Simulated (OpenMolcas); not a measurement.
A calculation on La II.

| Property | Result |
| --- | --- |
| Program | OpenMolcas |
| Method | CASSCF |
| Basis | ANO-RCC-VQZP [9s8p6d4f3g2h] |
| Scalar Hamiltonian | DKH2, point nucleus |
| Active space | 2 electrons in 6 orbitals (5d 6s) |
| State averaging | 2S+1 = 3 even, 15 roots; 2S+1 = 1 even, 21 roots kept (CI in the orbitals of an earlier block) |
| Spin-orbit coupling | RASSI with atomic mean-field integrals over the reference wave functions, term energies averaged over their components |

(1) Which level of the active space comes out lowest?

(2) How high does 5d2 3F4 lie?

(3) How high does 5d2 1G4 lie?

(4) How high does 5d 6s 1D2 lie?

(5) The level at 1663 cm-1 has J = 2. What is it made of, and what is its g factor?

Measured values: NIST Handbook of Basic Atomic Spectroscopic Data.

Answers

(1) 5d2 3F2, with 86 % of that term; it is also the measured ground level.

(2) 2083 cm-1 above the lowest level; measured 1971 cm-1 above the ground level, so the calculation is off by +6 %.

(3) 10582 cm-1 above the lowest level; measured 7473 cm-1 above the ground level, so the calculation is off by +42 %.

(4) 15002 cm-1 above the lowest level.

(5) 64 % 5d2 1D2, 23 % 5d 6s 3D, 12 % 5d2 3F; g = 1.002, against 1.000 from Landé's formula for the pure leading term.

Without dynamic correlation excited terms often stand tens of per cent too high (terms of higher spin than the ground term too low), and those without a measured partner can miss by more than the paired ones. Terms from blocks run as CI alone lack orbitals of their own. Configurations are named by rounded mean occupations; where the s occupation lies near a half they are strongly mixed, a name can repeat and a true partner stay unpaired. A single d shell beside an s shell can misplace configurations of different d count against each other. Measured partners are found by configuration, term and J. A level has none where our copy of the source lacks it or the pairing is in doubt (some pairs that miss far off the trend of their configuration count as doubtful), and it then counts in no deviation. Only configurations of the active space appear.
